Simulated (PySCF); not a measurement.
```xyz
3
charge 0 multiplicity 2, angstrom
In   -0.2181    0.0000   -0.1630
H    -1.7235    0.0000    0.7847
F     1.4133    0.0000    0.9409
```

Computed with UPBE0/[In def2-TZVP with ECP28, H def2-TZVP, F def2-TZVP], scalar-relativistic core potentials, density fitting, no spin–orbit coupling, PySCF.

This geometry of InHF is a stationary point at this level.

(1) What is the point group?

(2) Is it a minimum?

(3) Which band is strongest in the infrared?

(4) What are the dipole moment and the gap between the highest occupied and lowest empty levels of either spin?

(5) Give the atomic charges and bond orders.

## Answers

(1) Cs.

(2) Yes: all harmonic wavenumbers are real.

(3) 1516 cm⁻¹ (a'), 133 km/mol.

(4) 2.97 D and 3.04 eV.

(5) 
| atom | Mulliken | Löwdin | polar tensor | spin (Mulliken) | Mayer order to In1 |
| --- | --- | --- | --- | --- | --- |
| In1 | 0.56 | 0.36 | 0.87 | 0.62 | – |
| H2 | -0.06 | -0.06 | -0.20 | 0.33 | 0.82 |
| F3 | -0.50 | -0.30 | -0.68 | 0.05 | 0.81 |

Other isomers or separated fragments may lie lower. With an element this heavy the missing spin–orbit coupling can shift these numbers.
